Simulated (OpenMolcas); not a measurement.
**O II: thermal populations, Slater's ratio, worked from levels**

```json
{
 "Program": "OpenMolcas",
 "Basis": "ANO-R1 [3s2p1d]",
 "Scalar Hamiltonian": "X2C, finite nucleus",
 "Active space": "3 electrons in 3 orbitals (2p)",
 "State averaging": "2S+1 = 4 odd, 1 root; 2S+1 = 2 odd, 8 roots",
 "Spin-orbit coupling": "RASSI with atomic mean-field integrals over the reference wave functions, term energies averaged over their components"
}
```

Methods: CASSCF; SS-CASPT2, IPEA 0.25 Eh, imaginary shift 0.1 Eh (closed shells correlated: 1s 2s). Measured levels: NIST Handbook of Basic Atomic Spectroscopic Data.

**Thermal populations.** Z = Σ (2J + 1) exp(-E/kT) with k = 0.695035 cm-1/K, over the levels below. No other level of either list lies under 90000 cm-1, which is above 7 kT at each temperature.

| Level | 2J + 1 | SS-CASPT2 | measured |
| --- | --- | --- | --- |
| 2s2 2p3 4S* 3/2 | 4 | 0.0 | 0.0 |
| 2s2 2p3 2D* 3/2 | 4 | 28840 | 26831 |
| 2s2 2p3 2D* 5/2 | 6 | 28840 | 26811 |
| 2s2 2p3 2P* 1/2 | 2 | 45160 | 40470 |
| 2s2 2p3 2P* 3/2 | 4 | 45170 | 40468 |

| T (K) | Z, SS-CASPT2 | Z, measured levels | Ground level (%), SS-CASPT2 | Ground level (%), measured levels |
| --- | --- | --- | --- | --- |
| 12000 | 4.342 | 4.448 | 92.1 | 89.9 |

At 12000 K, kT = 8340 cm-1, and the computed levels give Z = 4.000 + 0.126 + 0.189 + 0.009 + 0.018 = 4.342.

**Slater's ratio.** With one set of orbitals, p3 has 2D* - 4S* = 9 F2 and 2P* - 2D* = 6 F2 (F2 = F²/25), a ratio of 2/3. Term energies are centres of gravity, weighted by 2J + 1.

```tsv
Source	2D* - 4S*	2P* - 4S*	F2 from the first	Ratio
CASSCF	30589	50697	3399	0.657
SS-CASPT2	28843	45167	3205	0.566
measured	26819	40469	2980	0.509
```

Energies in cm-1. A ratio away from 2/3 shows effects beyond one configuration with one set of orbitals, and in heavier atoms second-order spin-orbit shifts.

CASPT2 breaks the degeneracy within a term, and the mean is taken; among the terms shown or strongly mixed into the levels shown the widest spread is 67 cm-1 (2s2 2p3 2P*, SS-CASPT2). With the s shell closed, the reference lacks s² → p² mixing. Without dynamic correlation excited terms often stand tens of per cent too high (terms of higher spin than the ground term too low), and those without a measured partner can miss by more than the paired ones (holds for CASSCF). Computed and measured levels are paired by configuration, term and J; levels that our copy of the source lacks, or whose pairing is in doubt (as where it misses far off the trend of its configuration), stay unpaired and out of the deviations. Only configurations of the active space appear.

* marks odd parity.
